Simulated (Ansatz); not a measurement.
These are frozen-core CCSD(T)/cc-pVTZ // B3LYP-D3(BJ)/def2-TZVP run with Ansatz (a quantum-chemistry and plane-wave program) values and carry that method's errors.

Ansatz 0.2 input:
```yaml
crystal:
  periodic: [false, false, false]
  atoms:
    - { symbol: N, position_ang: [1.354123, -0.168075, -0.142842] }
    - { symbol: Ga, position_ang: [-0.452574, 0.055442, 0.004049] }
    - { symbol: O, position_ang: [-1.243345, 1.658938, 0.009309] }
    - { symbol: O, position_ang: [-1.60727, -1.30866, 0.052605] }
    - { symbol: H, position_ang: [1.785997, -1.054623, 0.063259] }
    - { symbol: H, position_ang: [1.987774, 0.593814, 0.038773] }
    - { symbol: H, position_ang: [-0.631882, 2.398879, -0.046564] }
    - { symbol: H, position_ang: [-1.192822, -2.175714, 0.021413] }
basis:
  gaussian: { orbitals: cc-pVTZ }
correlation:
  method: ccsd_t
```

Output:

```
Functional definition: HF
1142 factors; integrals over basis functions are off by at most 9.1e-4 eV
mean field evaluation 1: about -57953.0623 eV, gradient 5.9e1 eV
mean field evaluation 2: about -57953.1511 eV, gradient 5.9e1 eV
mean field evaluation 4: about -57959.1019 eV, gradient 3.3e0 eV
mean field evaluation 8: about -57959.1464 eV, gradient 3.1e-1 eV
mean field evaluation 16: about -57953.0608 eV, gradient 5.9e1 eV
mean field -57959.14673644 eV, -2129.9593564436 hartree, gradient 1.5e-6 eV, S^2 0.000000; 0 other end points of the search recorded, 0 dependent functions left out
12 core orbitals not correlated
reference -57959.14673644 eV, -2129.9593564436 hartree; 17, 17 occupied and 160, 160 virtual orbitals, 1142 factors
second order -23.64322761 eV of doubles, -0.00000000 eV of singles
cycle   1  -23.12062795 eV  change    5.2e-1 eV  update   1.1e-1
cycle   2  -23.71355353 eV  change   -5.9e-1 eV  update   3.3e-2
cycle   3  -23.84605727 eV  change   -1.3e-1 eV  update   1.7e-2
cycle   4  -23.83140356 eV  change    1.5e-2 eV  update   4.3e-3
cycle   5  -23.82862159 eV  change    2.8e-3 eV  update   1.9e-3
cycle   6  -23.82982701 eV  change   -1.2e-3 eV  update   6.1e-4
cycle   7  -23.82935724 eV  change    4.7e-4 eV  update   2.1e-4
cycle   8  -23.82925125 eV  change    1.1e-4 eV  update   7.5e-5
cycle   9  -23.82929037 eV  change   -3.9e-5 eV  update   3.2e-5
cycle  10  -23.82929494 eV  change   -4.6e-6 eV  update   1.2e-5
perturbative correction -0.95406251 eV, -0.0350611504 hartree
Total energy: -57983.93009389 eV, -2130.8701280309 hartree
```

Cost: around 2.6 core-minutes (rough).
